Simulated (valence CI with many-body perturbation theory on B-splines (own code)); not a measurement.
Level structure of Bi69+

Computed by valence CI with perturbative core correlation (CI+MBPT): four valence electrons over a frozen Dirac-Fock core [Ne], radial functions for each j: 11 s, 11 p, 10 d, 8 f, 5 g, 2 h, with the one-electron correlation potential Σ1, the two-electron term Σ2, the three-electron term Σ3, Breit, model QED; selected CI, second order for the rest, scaled by the run's own slope (own B-spline code, finite nucleus).

The last digits are not significant, and no measured levels were compared; by estimate large intervals hold to a few tenths of a per cent, small ones and those within an open d or f shell to about a per cent. Among the levels kept, up to 580 cm⁻¹ of a level comes from second order outside the variational space, and about a tenth of that is noise between levels of different J, which matters for small intervals.

Levels 46 to 90 of 164, with energies above the lowest level, (3s^2 3p1/2^2) J=0. "Leading %" is the weight of the configuration and term that name the level; weights of strongly mixed levels are sums over their largest components and can fall short. In the jj column 3d3/2^4 stands for four electrons in 3d with j = 3/2.

```csv
No.,Configuration,Term,J,E (eV),Leading %,g,Second component,Leading jj
46,3s3p²3d,⁵D,4,1801.2,46,1.376,35 % 3s3p²3d ⁵F,3s 3p1/2 3p3/2 3d5/2 (99 %)
47,3s²3d²,³F,2,1809.1,45,0.839,17 % 3s²3d² ¹D,3s^2 3d3/2^2 (64 %)
48,3s3p²3d,³P,2,1825.7,34,1.348,16 % 3s3p²3d ⁵D,3s 3p1/2 3p3/2 3d5/2 (96 %)
49,3s3p²3d,³G,5,1827.8,62,1.258,38 % 3s3p²3d ⁵F,3s 3p1/2 3p3/2 3d5/2 (100 %)
50,3s3p²3d,³F,3,1836.5,41,1.288,28 % 3s3p²3d ⁵P,3s 3p1/2 3p3/2 3d5/2 (97 %)
51,3s²3d²,³P,0,1838.4,46,,25 % 3s3p²3d ³P,3s^2 3d3/2^2 (69 %)
52,3s3p²3d,³D,3,1848.8,62,1.283,11 % 3s3p²3d ⁵D,3s 3p1/2 3p3/2 3d5/2 (97 %)
53,3s3p²3d,³P,1,1850.1,36,1.161,28 % 3s3p²3d ³D,3s 3p1/2 3p3/2 3d5/2 (96 %)
54,3s3p²3d,³F,4,1853.1,42,1.168,33 % 3s3p²3d ¹G,3s 3p1/2 3p3/2 3d5/2 (94 %)
55,3s3p²3d,¹D,2,1857.5,34,1.110,14 % 3s3p²3d ³F,3s 3p1/2 3p3/2 3d5/2 (92 %)
56,3s3p²3d,³D,3,1865.8,36,1.187,22 % 3s3p²3d ³F,3s 3p1/2 3p3/2 3d5/2 (90 %)
57,3s3p²3d,³F,4,1869.3,48,1.145,28 % 3s3p²3d ³G,3s 3p1/2 3p3/2 3d5/2 (88 %)
58,3s3p²3d,³D,1,1872.1,37,0.953,23 % 3s3p²3d ¹P,3s 3p1/2 3p3/2 3d5/2 (90 %)
59,3s3p²3d,³S,1,1886.3,27,1.304,26 % 3s3p²3d ³P,3s 3p1/2 3p3/2 3d5/2 (91 %)
60,3s3p²3d,¹F,3,1887.6,37,1.090,30 % 3s3p²3d ³F,3s 3p1/2 3p3/2 3d5/2 (85 %)
61,3s3p²3d,³D,2,1888.2,18,1.168,16 % 3s3p²3d ¹D,3s 3p1/2 3p3/2 3d5/2 (79 %)
62,3s3p²3d,³P,0,1889.7,49,,41 % 3s3p²3d ¹S,3s 3p1/2 3p3/2 3d5/2 (89 %)
63,3s3p²3d,³D,2,1898.3,33,1.166,27 % 3s3p²3d ³P,3s 3p1/2 3p3/2 3d5/2 (97 %)
64,3p³3d,³D°,2,1912.3,14,0.883,14 % 3s3p3d² ⁵G°,3p1/2^2 3p3/2 3d3/2 (59 %)
65,3p³3d,³P°,0,1928.8,51,,19 % 3p³3d ⁵D°,3p1/2^2 3p3/2 3d3/2 (79 %)
66,3s²3d²,³F,3,1934.5,74,1.072,9 % 3s3p²3d ³F,3s^2 3d3/2 3d5/2 (74 %)
67,3p³3d,³F°,3,1935.5,22,1.041,18 % 3p³3d ³G°,3p1/2^2 3p3/2 3d3/2 (78 %)
68,3p³3d,³D°,1,1936.1,32,1.057,24 % 3p³3d ³P°,3p1/2^2 3p3/2 3d3/2 (89 %)
69,3s3p3d²,⁵G°,2,1939.2,42,0.650,21 % 3s3p3d² ³F°,3s 3p1/2 3d3/2^2 (70 %)
70,3s²3d²,¹G,4,1945.8,63,1.060,23 % 3s²3d² ³F,3s^2 3d3/2 3d5/2 (85 %)
71,3s²3d²,³P,2,1946.6,39,1.165,21 % 3s²3d² ¹D,3s^2 3d3/2 3d5/2 (77 %)
72,3s²3d²,³P,1,1951.7,81,1.472,7 % 3s3p²3d ³P,3s^2 3d3/2 3d5/2 (81 %)
73,3s3p3d²,⁵G°,3,1957.3,21,0.996,17 % 3s3p3d² ³F°,3s 3p1/2 3d3/2^2 (79 %)
74,3s3p3d²,⁵D°,0,1990.7,42,,37 % 3s3p3d² ³P°,3s 3p1/2 3d3/2^2 (79 %)
75,3s3p3d²,³D°,1,1993.3,40,0.544,34 % 3s3p3d² ⁵F°,3s 3p1/2 3d3/2^2 (95 %)
76,3s3p3d²,³P°,1,2001.1,29,1.323,20 % 3s3p3d² ⁵D°,3s 3p1/2 3d3/2^2 (92 %)
77,3s3p3d²,³D°,2,2003.2,27,1.130,18 % 3s3p3d² ⁵F°,3s 3p1/2 3d3/2^2 (87 %)
78,3s²3d²,³F,4,2064.9,71,1.172,26 % 3s²3d² ¹G,3s^2 3d5/2^2 (96 %)
79,3p³3d,³F°,4,2067.6,40,1.218,20 % 3p³3d ⁵D°,3p1/2^2 3p3/2 3d5/2 (83 %)
80,3p³3d,³D°,2,2074.3,19,1.225,14 % 3p³3d ³P°,3p1/2^2 3p3/2 3d5/2 (62 %)
81,3s3p3d²,⁵G°,3,2075.8,25,1.113,18 % 3s3p3d² ⁵F°,3s 3p1/2 3d3/2 3d5/2 (83 %)
82,3s²3d²,¹D,2,2076.5,46,1.197,45 % 3s²3d² ³P,3s^2 3d5/2^2 (96 %)
83,3s3p³,³P°,2,2081.5,50,1.447,18 % 3s3p³ ⁵S°,3s 3p3/2^3 (97 %)
84,3s3p3d²,⁵D°,1,2088.5,34,1.727,31 % 3s3p3d² ⁵P°,3s 3p1/2 3d3/2 3d5/2 (92 %)
85,3s3p3d²,⁵G°,4,2089.8,39,1.117,19 % 3s3p3d² ³G°,3s 3p1/2 3d3/2 3d5/2 (95 %)
86,3s3p3d²,⁵D°,2,2091.3,21,1.219,8 % 3s3p3d² ⁵F°,3s 3p1/2 3d3/2 3d5/2 (72 %)
87,3p³3d,³D°,3,2098.4,20,1.184,11 % 3p³3d ¹F°,3p1/2^2 3p3/2 3d5/2 (64 %)
88,3s²3d²,¹S,0,2107.8,65,,32 % 3s²3d² ³P,3s^2 3d5/2^2 (96 %)
89,3s3p3d²,³G°,3,2111.4,43,0.994,16 % 3s3p3d² ³F°,3s 3p1/2 3d3/2 3d5/2 (97 %)
90,3p³3d,³P°,1,2111.9,21,1.188,20 % 3p³3d ¹P°,3p1/2^2 3p3/2 3d5/2 (74 %)
```
